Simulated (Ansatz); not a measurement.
Compare A (`NB1O[SiH2]1`) with its isomer B (`N[SiH]1BO1`).

Computed with Ansatz on PBE0-D4/def2-TZVP structures; ΔE is electronic, products minus reactants. CBS: MP2 limit from def2 TZ/QZ plus the TZ coupled-cluster correction, frozen cores. Functionals use def2-TZVPP. B3LYP here is the variant with VWN-RPA as its local correlation; programs differ in this. One conformer a species, not always the lowest.

Problem. Which isomer does CCSD(T)/CBS put lower? Give the gap. (Estimate.)

Solution. Computed: A, by 37.5 kJ/mol.

Problem. Give E(B) − E(A) in kJ/mol with CCSD(T)/def2-TZVPP, r2SCAN-D4, PBE0-D4, B3LYP-D4, LDA (SPW92), B2PLYP, HF/def2-TZVPP. (An estimate is asked.)

Solution. Ansatz gave: CCSD(T)/def2-TZVPP 40.5, r2SCAN-D4 45.5, PBE0-D4 47.1, B3LYP-D4 45.0, LDA (SPW92) 54.2, B2PLYP 42.4, HF/def2-TZVPP 41.8. None reverses the order clearly.

Problem. Does the order hold for the free energy at 298.15 K (harmonic terms from PBE0-D4)? (Best estimate.)

Solution. Computed: Yes: G(B) − G(A) = +36.0 kJ/mol, for one conformer each.

Largest T1 diagnostic: 0.015.

Leaving LDA and LC-ωPBE aside and taking each functional with its dispersion term where it has one, the values, not all of them listed here, spread over 7.9 kJ/mol, from ωB97X-V to PBE-D4. LDA lies +5.1 kJ/mol from PBE without D4. At CCSD(T), def2-SVP lies +23.0 kJ/mol from the extrapolated value and def2-TZVPP +3.0 kJ/mol.
